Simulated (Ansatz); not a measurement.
A nudged elastic band was laid between two geometries of GaH6NO (9 atoms, charge 0, multiplicity 1).

Theory: Ansatz 0.2.0, RKS PBE/def2-SVP.

```json
{
  "movable images": "5",
  "climbing image": "yes",
  "spring": "5.0 eV/Å²",
  "optimiser": "quadratic models (default)",
  "start path": "through a guess of the saddle point",
  "force threshold": "0.5 eV/Å",
  "iteration limit": "60",
  "end points": "relaxed"
}
```

First end point:

```xyz
9
Properties=species:S:1:pos:R:3
Ga 0.105 -0.056 0.227
H -0.003 -0.984 1.514
H 1.415 0.141 -0.643
O -1.472 0.190 -0.730
H -2.105 -0.538 -0.609
N -0.222 1.938 0.971
H -1.120 2.059 0.470
H 0.435 2.666 0.662
H -0.388 2.051 1.979
```

Last end point:

```xyz
9
Properties=species:S:1:pos:R:3
Ga -0.191 0.490 -0.721
H 0.151 0.693 3.685
H 1.125 -0.117 -1.315
O -1.854 -0.074 -1.147
H -1.839 -0.818 -1.775
N -0.241 1.798 0.550
H -1.119 2.245 0.823
H 0.567 2.370 0.801
H 0.045 0.879 2.942
```

**Question.** Which bonds break or form, and what moves?

**Answer.** Bonds broken: Ga1–H2, N6–H9. Bonds formed: H2–H9. GaH6NO becomes GaH4NO + H2.

**Question.** Give the energies along the band, and the barrier.

**Answer.** The run converged. The highest image is number 2 of 0 to 6, 1.53 eV above the first end and 0.79 eV above the last; the last end lies 0.74 eV above the first. The threshold of 0.5 eV/Å is loose, so the images may lie well off the minimum-energy path. Neighbouring images differ by up to 1.4 eV, so the band resolves the path poorly. The order of the stationary point at the top wasn't checked. The orbitals stay closed-shell, which can raise the energy where a bond breaks towards radicals; this wasn't checked here.

```csv
image,path coordinate (Å),energy (eV),Ga1–H2 (Å),N6–H9 (Å),H2–H9 (Å)
0,0.00,0.00,1.59,1.03,3.09
1,1.15,0.12,1.60,1.03,2.34
2,2.31,1.53,1.88,1.41,0.98
3,3.18,0.89,2.63,2.21,0.78
4,4.06,0.77,3.44,2.65,0.77
5,4.93,0.75,3.97,2.62,0.77
6,5.81,0.74,4.42,2.58,0.77
```

**Question.** What is the geometry of the highest image?

**Answer.** 
```xyz
9
Properties=species:S:1:pos:R:3
Ga -0.093 0.318 -0.002
H -0.092 -0.001 1.848
H 1.253 -0.178 -0.645
O -1.765 -0.109 -0.578
H -1.746 -0.939 -1.089
N -0.214 2.076 0.895
H -1.112 2.573 0.822
H 0.558 2.752 0.824
H -0.145 0.974 1.768
```

The run took 74 s on 2 threads of Arm Neoverse V2 (shared host), peak memory 0.13 GiB.
